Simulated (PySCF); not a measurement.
## Correlation energy of I⁺ (iodine, charge +1)

[Kr] 4d10 5s2 5p4, high-spin 3P determinant. All numbers are calculated (PySCF 2.14, the spin-free X2C one-electron Hamiltonian (Gaussian nucleus), in x2c-QZVPPall (13s9p7d4f1g, 112 functions)). Frozen: [Kr] 4d10; 6 electrons correlated.

MP2 pair energies summed by pair of shells (mhartree):

```json
{"pair": "5s-5p", "energy": "-45.77", "share (%)": "46.6"}
{"pair": "5p-5p", "energy": "-44.62", "share (%)": "45.4"}
{"pair": "5s-5s", "energy": "-7.84", "share (%)": "8.0"}
```

Total MP2 correlation energy: -98.23 mhartree.

Same-spin part -20.72 and opposite-spin part -77.51 mhartree; SCS-MP2 scales them by 1/3 and 6/5 to -99.92 mhartree.
